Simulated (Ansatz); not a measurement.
`C[O][AlH][CH2]F` + HBr → `C[O][AlH][Br]` + `CF`  (ligand exchange at the Al–C bond)

Calculated with Ansatz (gas phase, PBE0-D4/def2-TZVP geometries, no zero-point term in ΔE). CBS: MP2 limit from def2 TZ/QZ plus the TZ coupled-cluster correction, frozen cores. This one scheme is used for every species. Functionals use def2-TZVPP. B3LYP here is the variant with VWN-RPA as its local correlation; programs differ in this. For Br outer-core shells are correlated without core-valence functions, which leaves a few kJ/mol of doubt a bond. Scalar relativity is left out up to krypton. Each species was taken in one conformer, which may not be the lowest.

| level | ΔE (kJ/mol) | difference from CCSD(T)/CBS |
| --- | --- | --- |
| PBE-D4 | -182.6 | 13.5 |
| r2SCAN-D4 | -194.5 | 1.6 |
| PBE0-D4 | -192.1 | 4.0 |
| B3LYP-D4 | -188.8 | 7.3 |
| ωB97X-V | -190.8 | 5.3 |
| ωB97M-V | -190.1 | 6.0 |
| B2PLYP | -194.2 | 1.9 |
| PBE | -183.1 | 13.0 |
| r2SCAN | -194.9 | 1.2 |
| PBE0 | -192.5 | 3.6 |
| B3LYP | -189.3 | 6.8 |
| HF/def2-TZVPP | -213.8 | -17.7 |
| MP2/def2-TZVPP | -201.4 | -5.3 |
| SCS-MP2/def2-TZVPP | -199.2 | -3.1 |
| CCSD/def2-TZVPP | -195.5 | 0.6 |
| CCSD(T)/def2-TZVPP | -193.7 | 2.4 |
| HF/def2-QZVPP | -213.2 | -17.1 |
| MP2/def2-QZVPP | -202.6 | -6.5 |
| SCS-MP2/def2-QZVPP | -200.4 | -4.3 |
| HF/CBS(def2) | -213.1 | -17.0 |
| MP2/CBS(def2) | -203.8 | -7.7 |
| CCSD/CBS(def2) | -197.8 | -1.7 |
| CCSD(T)/CBS | -196.1 | 0 |

Largest T1 diagnostic among the species: 0.012.

From PBE to PBE0 (25 % exact exchange), in def2-TZVPP and without D4, ΔE moves by −9.3 kJ/mol. In def2-TZVPP, CCSD(T) changes the Hartree–Fock value by +20.1 kJ/mol (the triples alone add +1.7 kJ/mol) and MP2 by +12.3 kJ/mol.
